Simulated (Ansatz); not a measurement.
Mulliken charges of `[O][In]([F])[Cl]` radical from r2SCAN/def2-TZVPP in Ansatz (PBE0-D4/def2-TZVP geometry).

```
atom   x (Å)   y (Å)   z (Å)  charge (e)
  O1   1.426   0.079   1.450      -0.336
 In2   0.046  -0.052   0.026       1.101
  F3  -0.424  -1.828  -0.560      -0.446
 Cl4  -0.992   1.741  -0.937      -0.319
```

**Question.** By hand: the dipole of these point charges (1 e Å = 4.8032 D).

**Answer.** Σ q r = (0.077, 0.176, 0.090) e Å, of length 0.212 e Å = 1.02 D.

**Question.** How does the dipole of the full density compare? (An estimate is asked.)

**Answer.** Computed: (0.019, 0.177, 0.030) e Å, 0.87 D; the point charges give 1.17 times that, at 23° from its direction.

Point charges leave out the atoms' own dipoles, such as those of lone pairs, and Mulliken's split depends on the basis, so the two needn't agree.
